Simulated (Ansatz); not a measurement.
A nudged elastic band was laid between two geometries of BClF2 + H2 (6 atoms, charge 0, multiplicity 1).

Computed with Ansatz, RKS PBE0-D4/def2-SVP.

```json
{
  "movable images": "5",
  "climbing image": "yes",
  "spring": "0.1 eV/Å²",
  "optimiser": "quadratic models (default)",
  "start path": "through a guess of the saddle point",
  "force threshold": "0.05 eV/Å",
  "iteration limit": "60",
  "end points": "relaxed"
}
```

First end point:

```xyz
6
Properties=species:S:1:pos:R:3
B -0.014 0.479 0.149
Cl -0.028 0.942 1.831
F 1.120 0.338 -0.491
F -1.138 0.287 -0.495
H 0.126 -2.484 0.509
H 0.051 -2.234 1.224
```

Last end point:

```xyz
6
Properties=species:S:1:pos:R:3
B 0.002 -0.317 -0.554
Cl -0.050 -0.133 2.493
F 1.140 0.330 -0.672
F -1.114 0.358 -0.717
H -0.016 -1.509 -0.393
H 0.156 -1.401 2.569
```

Question: Which bonds break or form, and what moves?

Answer: Bonds broken: B1–Cl2, H5–H6. Bonds formed: B1–H5, Cl2–H6. BClF2 + H2 becomes BF2H + ClH.

Question: Give the energies along the band, and the barrier.

Answer: It converged. The highest image is number 3 of 0 to 6, 34.6 kcal/mol above the first end and 21.2 kcal/mol above the last; the last end lies 13.5 kcal/mol above the first. Another band between the same ends (5 images) ends at a top of the same energy, where a vibrational analysis finds 1 clearly imaginary mode. The orbitals stay closed-shell, which can raise the energy where a bond breaks towards radicals; this wasn't checked here.

```
image  path coordinate (Å)  energy (kcal/mol)  B1–Cl2 (Å)  H5–H6 (Å)  B1–H5 (Å)
    0                 0.00                0.0        1.74       0.76       2.99
    1                 0.66                1.1        1.75       0.76       2.42
    2                 1.32               10.6        1.80       0.78       1.81
    3                 1.98               34.6        2.10       1.07       1.32
    4                 2.59               19.1        2.63       1.63       1.22
    5                 3.20               14.4        2.95       2.25       1.21
    6                 3.82               13.5        3.05       2.97       1.20
```

Question: What is the geometry of the highest image?

Answer: 
```xyz
6
Properties=species:S:1:pos:R:3
B 0.017 -0.290 0.043
Cl 0.001 0.142 2.097
F 1.161 0.137 -0.466
F -1.145 0.077 -0.472
H 0.050 -1.593 0.276
H 0.036 -1.144 1.248
```

Time of the run: 2.1 min on 1 thread of Intel(R) Xeon(R) 6975P-C (Granite Rapids), with other jobs on the host, peak memory 0.15 GiB.
